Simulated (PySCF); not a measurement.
FH4N2NbS, multiplicity 1. Atoms are numbered in the order given.

```xyz
9

Nb    -0.1894    -0.0301     0.0000
S      1.9689    -0.0190     0.0000
F     -0.9447    -1.7559     0.0000
N     -0.8036     0.8973    -1.6163
H     -1.7816     1.1023    -1.8235
H     -0.2107     1.2866    -2.3476
N     -0.8036     0.8973     1.6163
H     -0.2107     1.2866     2.3476
H     -1.7816     1.1023     1.8235
```
Charge 0, spin multiplicity 1.

Coordinates come from a r2SCAN-D4/def2-SVP optimisation. The multiplicity is an assumed one; no other spin state was optimised. The structure was generated by enumeration; whether it is a known compound was not checked. The def2 effective core potentials stand for the cores of Nb; spin–orbit coupling is left out. Other conformers were not sampled.

Level of theory: ωB97X/def2-TZVP (PySCF).

Symmetry labels are those of the subgroup Cs that the program uses (full group Cs).

Problem. List the valence orbital energies around the gap with their symmetry. (An estimate is asked for; the answer gives what the named calculation found.)

Solution. 
```tsv
orbital	symmetry	energy (eV)
HOMO−7	A'	-14.71
HOMO−6	A'	-14.26
HOMO−5	A"	-14.02
HOMO−4	A'	-11.36
HOMO−3	A'	-10.85
HOMO−2	A"	-10.47
HOMO−1	A"	-9.91
HOMO	A'	-9.85
LUMO	A"	0.25
LUMO+1	A'	0.38
LUMO+2	A'	1.08
LUMO+3	A'	1.44
```
